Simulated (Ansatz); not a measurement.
A run for Ansatz (a first-principles code): R-B3LYP/def2-TZVPP on H4O3Si (SMILES O[SiH](O)O), a point of a torsion scan.

Ansatz 0.2 input:
```yaml
crystal:
  periodic: [false, false, false]
  atoms:
    - {symbol: O, position_ang: [1.60636526, 0.27316266, -0.42130575]}
    - {symbol: Si, position_ang: [0.15581955, 0.02909500, 0.22972768]}
    - {symbol: O, position_ang: [0.02881724, -1.57519923, 0.51409099]}
    - {symbol: O, position_ang: [0.08592686, 0.88832212, 1.61278838]}
    - {symbol: H, position_ang: [2.32868059, -0.30453082, -0.19005912]}
    - {symbol: H, position_ang: [-0.81607174, 0.49463293, -0.74010519]}
    - {symbol: H, position_ang: [-0.74613255, -1.94712600, 0.92121312]}
    - {symbol: H, position_ang: [-0.71063380, 0.96549882, 2.12649303]}
basis:
  gaussian:
    orbitals: def2-TZVPP
hamiltonian:
  xc: {name: B3LYP}
scf: {lower_state_search: off}
```

The log:

```
WARN ansatz: RAYON_NUM_THREADS=1 ignored (pool sized by the plan → 1); use --threads N
Functional definition: B3LYP
these checks for a lower state are left out or cut short: stability, starts, cluster_reference, orbital_swaps, neighbouring_geometries, increment
integrals: 0.09 GiB planned
980 factors; their error is unknown
mean field: 0.86 GiB planned
mean field evaluation 1: about -14078.6652 eV, gradient 9.3e1 eV
mean field evaluation 2: about -14053.8300 eV, gradient 1.5e2 eV
mean field evaluation 4: about -14091.8321 eV, gradient 2.6e0 eV
mean field evaluation 8: about -14091.8410 eV, gradient 4.2e-2 eV
mean field evaluation 16: about -14091.8640 eV, gradient 9.7e-6 eV
mean field -14091.86400574 eV, -517.8664504025 hartree, gradient 2.6e-6 eV, S^2 0.000000; 0 other end points of the search recorded, 0 dependent functions left out
reference -14091.86423508 eV, -517.8664588305 hartree; 21, 21 occupied and 170, 170 virtual orbitals, 980 factors
Total energy: -14091.86423508 eV, -517.8664588305 hartree
Checks for a lower state left out: stability, starts, cluster_reference, orbital_swaps, neighbouring_geometries, increment
```

The calculation finished and met its thresholds.

Cost: very roughly 3 core-seconds.
